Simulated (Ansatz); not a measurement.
```tsv
atom	x (Å)	y (Å)	z (Å)
Mn	0.0000	0.0000	0.0000
Cl	0.0000	0.0000	2.2172
```

Basis set: pcseg-2 (spherical functions). Charge 0, multiplicity 1.

Computed with Ansatz (development build ahead of 0.2.0); each method stands on the lowest determinant of its kind that the runs found. Restricted functionals stand beside restricted open-shell atoms, which can lie above the unrestricted atoms usual in DFT and then raise those values.

Task: Give the atomization energy at this shape (free ground-state atoms in the same class of orbitals less the molecule, no zero-point energy) of singlet MnCl by ωB97X (unrestricted), ωB97X (restricted).

Result:

```csv
method,atomization energy
ωB97X (unrestricted),94.1 kJ/mol
ωB97X (restricted),-32.6 kJ/mol
```

Caution: another spin multiplicity may lie lower. Caution for ωB97X (unrestricted): the unrestricted determinant is a mixture of spin states. Caution for ωB97X (restricted): an unrestricted determinant lies well below.

The shape needn't be a minimum at these levels.
